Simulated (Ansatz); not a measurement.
Computed with Ansatz on PBE0-D4/def2-TZVP structures; ΔE is electronic, products minus reactants. CCSD(T)/CBS adds triple-zeta CCSD(T) − MP2 to the extrapolated MP2 energy (def2 sets, frozen cores). This one scheme is used for every species. DFT in def2-TZVPP. One conformer a species, not always the lowest.

Consider the hydrogenolysis of the Si–F bond: `CN([SiH3])[SiH2]F` + H₂ → `CN([SiH3])[SiH3]` + H–F.

`CN([SiH3])[SiH2]F`:

Cartesian coordinates in Å:
```
C 0.951 -1.129 -0.344
N 0.025 -0.068 0.059
Si -1.582 -0.182 -0.582
Si 0.622 1.254 0.955
F 1.415 2.310 0.046
H 1.854 -1.108 0.272
H 1.258 -1.030 -1.391
H 0.492 -2.115 -0.216
H -2.199 -1.468 -0.156
H -1.569 -0.165 -2.071
H -2.369 0.966 -0.073
H -0.514 1.977 1.563
H 1.616 0.760 1.937
```

H₂:

Z-matrix (Å, degrees):
```
H
H 1 0.746
```

`CN([SiH3])[SiH3]`:

```xyz
13

C    -0.383   -1.166   -0.871
N     0.058   -0.056   -0.028
Si   -0.029   -0.292    1.678
Si    0.413    1.433   -0.825
H     0.120   -1.140   -1.843
H    -0.134   -2.127   -0.410
H    -1.464   -1.150   -1.052
H     0.567    0.889    2.349
H     0.713   -1.531    2.046
H    -1.431   -0.468    2.156
H     1.410    1.193   -1.905
H     0.950    2.387    0.175
H    -0.791    2.030   -1.472
```

H–F:

Z-matrix (Å, degrees):
```
F
H 1 0.920
```

```csv
level,ΔE (kJ/mol)
r2SCAN,141.5
HF/def2-QZVPP,136.2
```

Question: What does CCSD(T)/CBS give? (An estimate is asked.)

Answer: Ansatz gave: +134.9 kJ/mol. The listed levels differ from it by 6.6, 1.3 kJ/mol.

Largest T1 diagnostic among the species: 0.011.
